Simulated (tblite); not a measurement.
Compound: C5H6FO (doublet state).
Structure used (GFN2-xTB), in Å, numbered top down from 1:
```
atom  x, y, z in Å
F1     1.7123    1.2924   -1.1996
C2     2.1922    0.1581   -0.6184
O3     1.2653   -0.7471   -0.2390
C4     0.0705   -0.3441    0.2712
C5    -1.1661   -1.1628    0.4269
C6    -1.2305    0.1481   -0.3027
C7    -0.5036    0.9627    0.7271
H8     3.0029   -0.2815   -1.1816
H9    -1.6185   -1.2393    1.4098
H10   -1.2366   -2.0701   -0.1588
H11   -1.5608    0.3940   -1.2875
H12   -0.0240    1.8760    0.4015
H13   -0.9074    1.0141    1.7333
```

Computed values, GFN2-xTB/tblite, gas phase, harmonic and unscaled. The method is semi-empirical: single wavenumbers can be off by several per cent or more. One conformer, not necessarily the lowest. Open shells enter through the occupations alone, without spin polarisation, and single modes of such species can be off by tens of per cent.

Harmonic wavenumbers (cm⁻¹): 32.7, 145.5, 196.4, 326.0, 359.8, 437.5, 569.2, 661.5, 755.9, 793.3, 859.0, 884.7, 931.9, 943.5, 1024.0, 1048.8, 1066.4, 1078.8, 1098.2, 1113.3, 1154.9, 1210.3, 1246.7, 1296.4, 1417.4, 1459.5, 1522.5, 3005.7, 3013.5, 3052.8, 3071.7, 3082.6, 3195.6.

A = 5758, B = 2145, C = 1792 MHz; mass 101.040 u (most abundant isotopes); point group C1, symmetry number 1; spin multiplicity 2.

Task: Zero-point energy?

Result: Half the sum of the wavenumbers: 21028 cm⁻¹ = 60.12 kcal/mol.

Task: What is S at 350 K and 1 bar for an ideal gas of classical rigid rotors and harmonic oscillators?

Result: Translation 40.57, rotation 27.55, vibration 19.56, spin (R ln 2) 1.38: S = 89.1 cal/(mol K).

Task: And Cp and H(350 K) − H(0)?

Result: Cp = 30.43 cal/(mol K), of which vibrations give 22.48 (their classical limit is 33 R = 65.6); H(350 K) − H(0) = 6.38 kcal/mol without the zero-point energy, 3.60 from vibrations.

Task: Blend soft modes into free rotors: weight 1/[1 + (100 cm⁻¹/ν̃)⁴] for the oscillator and the rest for a rotor with moment μB/(μ + B), μ = h/(8π²ν), B = 10⁻⁴⁴ kg m². What vibrational entropy results?

Result: 17.66 cal/(mol K) in place of 19.56, which changes −T·S at 350 K by +0.67 kcal/mol.

Task: What must be added to the electronic energy to get the Gibbs energy at 350 K and 1 bar?

Result: ZPE + [H(350 K) − H(0)] − T·S = 60.12 + 6.38 − 31.17 = 35.33 kcal/mol.

Task: Which modes carry the vibrational entropy at 350 K?

Result: 32.7 cm⁻¹: 5.98; 145.5 cm⁻¹: 3.04; 196.4 cm⁻¹: 2.47; 326.0 cm⁻¹: 1.55; 359.8 cm⁻¹: 1.38; 437.5 cm⁻¹: 1.07 cal/(mol K); the other 27 give 4.09 together.

Task: How do the functions run with temperature in this model?

Result: 
| T (K) | S (cal/(mol K)) | Cp (cal/(mol K)) | H − H(0) (kcal/mol) | G − H(0) (kcal/mol) | ln q(vib) |
| --- | --- | --- | --- | --- | --- |
| 150 | 70.5 | 16.1 | 1.79 | -8.78 | 1.86 |
| 250 | 80.2 | 22.8 | 3.72 | -16.32 | 3.23 |
| 298.15 | 84.5 | 26.5 | 4.91 | -20.29 | 3.91 |
| 400 | 93.4 | 34.0 | 8.00 | -29.35 | 5.42 |
| 600 | 109.4 | 45.1 | 15.99 | -49.66 | 8.52 |
| 900 | 129.7 | 54.7 | 31.10 | -85.64 | 13.13 |

q(vib) and H(0) count from the zero-point level.

Hindered rotation and anharmonicity are outside this model. Other conformers, if any are populated, would add a mixing term that is left out. The structure is chiral; the term R ln 2 for an equal mix with its mirror image is left out.
